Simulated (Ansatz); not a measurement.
Basis sets compared for Cu2O⁺. The state is a doublet with charge 1. Geometry r2SCAN-D4/def2-TZVP. Ansatz on 4 threads of Arm Neoverse V1 on a shared host; times are rough, and most runs start from earlier orbitals.

```csv
atom,x (Å),y (Å),z (Å)
Cu1,0.3615,-1.5508,-0.4060
Cu2,-0.0421,1.6391,0.1095
O3,-0.3194,-0.0883,0.2965
```

The structure comes from a short search, and lower isomers may exist.

```
           level  functions  energy (Eh)  HOMO (eV)  LUMO (eV)  wall time
 PBE-D4/def2-SVP         76   -3354.8572     -10.56     -10.25      2.9 s
PBE0-D4/def2-SVP         76   -3354.8566     -12.04      -8.67      2.3 s
```

**Question.** Estimate the rows for PBE-D4/def2-TZVP, PBE0-D4/def2-TZVP.

**Answer.** 
```tsv
level	functions	energy (Eh)	HOMO (eV)	LUMO (eV)	wall time
PBE-D4/def2-TZVP	121	-3355.4439	-11.11	-10.74	2.3 s
PBE0-D4/def2-TZVP	121	-3355.4266	-12.52	-9.09	6 s
```
